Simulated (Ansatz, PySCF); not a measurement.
This PySCF input computes a SVWN5/def2-TZVPD energy:

```python
from pyscf import gto, scf, dft

mol = gto.M(
    atom='''
    Si    0.26100997   -0.13447417   -0.93505675
    Br   -0.32797118    0.37094639    1.32338776
    O     0.75234544    1.13268585   -1.66098157
    O    -1.10632530   -0.90246041   -1.50232923
    O     1.27310125   -1.43909944   -0.70222426
    H    -1.62754562   -0.26937040   -2.00378101
    H     2.09942589   -1.16012317   -0.29971574
    ''',
    basis='def2-tzvpd',
    charge=-1,
    spin=0,
    verbose=4,
)

mf = dft.RKS(mol, xc='svwn').density_fit(auxbasis='def2-universal-jkfit')
mf.grids.level = 3
mf.conv_tol = 1e-9
mf.max_cycle = 100
mf.max_memory = 1500
mf.kernel()
if not mf.converged:
    mf = mf.newton()
    mf.kernel(mf.make_rdm1())
mf.analyze()
```

Question: Write an input for the same energy in Ansatz (a first-principles code) and say what it gives.

Answer: 
Ansatz 0.2 input:
```yaml
crystal:
  periodic: [false, false, false]
  atoms:
    - {symbol: Si, position_ang: [0.26100997, -0.13447417, -0.93505675]}
    - {symbol: Br, position_ang: [-0.32797118, 0.37094639, 1.32338776]}
    - {symbol: O, position_ang: [0.75234544, 1.13268585, -1.66098157]}
    - {symbol: O, position_ang: [-1.10632530, -0.90246041, -1.50232923]}
    - {symbol: O, position_ang: [1.27310125, -1.43909944, -0.70222426]}
    - {symbol: H, position_ang: [-1.62754562, -0.26937040, -2.00378101]}
    - {symbol: H, position_ang: [2.09942589, -1.16012317, -0.29971574]}
basis:
  gaussian:
    orbitals: def2-TZVPD
hamiltonian:
  xc: {name: SVWN5}
total_charge: -1
output: {forces: true}
```
It gives -3084.62498 Eh, and PySCF -3084.62507 Eh, a difference of 0.09 mEh, from the treatment of integrals and grids.

It need not be the lowest isomer of its formula. Whether it binds its extra electron was not tested at this geometry.
